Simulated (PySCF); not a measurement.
## Computed data sheet: `CC(=[O+])C[C@@H](C)CF` [radical]

Species: C6H11FO (charge +1 and doublet state).
Atom-mapped SMILES: `[CH3:1][C:2](=[O+:3])[CH2:4][C@@H:5]([CH3:6])[CH2:7][F:8]` (hydrogens: H9, H10, H11 on C1; H12, H13 on C4; H14 on C5; H15, H16, H17 on C6; H18, H19 on C7)

**GFN2-xTB geometry**

| Property | Result |
| --- | --- |
| Point group of the GFN2-xTB geometry | C1 |
| Rotational constants A, B, C of the GFN2-xTB geometry | 3.179, 1.382, 1.129 GHz |

From UKS B3LYP, pcH-1 on C F H O, non-relativistic, mean-field spin-orbit, GIAO (PySCF):

| Quantity | Value |
| --- | --- |
| Isotropic g value | 2.00544 |
| Principal g values | 2.00193, 2.00408, 2.01031 |
| Spin squared ⟨S²⟩ | 0.755 |
| Largest Mulliken spin population | 0.50 on O3 |
| Largest isotropic hyperfine couplings (means over sets of like nuclei) | 1H +217.8 (H19), 1H +57.5 (H18), 13C +52.1 (C1), 13C -46.1 (C2), 19F +43.3 (F8) MHz |

Monoisotopic mass of the ion (most abundant isotopes, electron mass counted): 118.0788 u.

At 9.50 GHz, hν = g·μB·B₀ (B₀ the magnetic field) puts the centre of the isotropic spectrum, to first order, at 338.5 mT. The rotational constants make it an asymmetric top with κ = (2B − A − C)/(A − C) = -0.75, nearer the prolate limit (−1). g_iso is shifted by about +3120 ppm from the free-electron value 2.002319; the principal values span 0.0084. With B = h/(8π²I), that is 505.379 GHz u Å² over I, the principal moments of inertia are 159.0, 365.6 and 447.5 u Å² (most abundant isotopes). ⟨S²⟩ is 0.005 above the pure-spin value S(S + 1) = 0.75.

The structure is a single GFN2-xTB conformer in the gas phase; no vibrational or solvent corrections. GFN2-xTB frequencies show an imaginary mode (62i cm⁻¹), so this geometry is no minimum at that level. Hyperfine couplings depend on the geometry, which wasn't re-optimised at a DFT level. The unpaired spin is shared among atoms: the largest Mulliken spin population is 0.50. Couplings of like nuclei are plain means over topologically equivalent atoms, as if these changed places fast (by rotation of a methyl-like group, say); in this geometry the members of some sets differ.

Shape of the structure used: `[CH3:1][C:2](=[O+:3])[CH2:4][C@@H:5]([CH3:6])[CH2:7][F:8]`: C1–C2–C4–C5 -165°, C2–C4–C5–C6 -171°, C4–C5–C7–F8 -55°.
